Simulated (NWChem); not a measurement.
Species: GeH cation, singlet

```xyz
2

Ge     0.0000     0.0000    -0.0371
H      0.0000     0.0000     1.5688
```
Atoms are numbered in this order, from 1.

Results from NWChem. Low-valent species are run as closed-shell singlets; no triplet was tried in these runs. Structure relaxed at the B3LYP/6-31G* (spherical d) level. GIAO values for the isolated, static molecule; σ is the absolute isotropic shielding, δ = σ(reference) − σ with the isolated reference molecule computed at the same levels (1H: tetramethylsilane).

For level PBE/x2c-SVPall-s, scalar ZORA without spin-orbit coupling:

* **σ Ge1 (ppm)**: -742.4
* **δ H2 (ppm)**: 9.58

### Question
What are these values for level PBE0/x2c-TZVPall-s, scalar ZORA without spin-orbit coupling?

### Answer
- σ Ge1 (ppm): -601.5
- δ H2 (ppm): 9.27
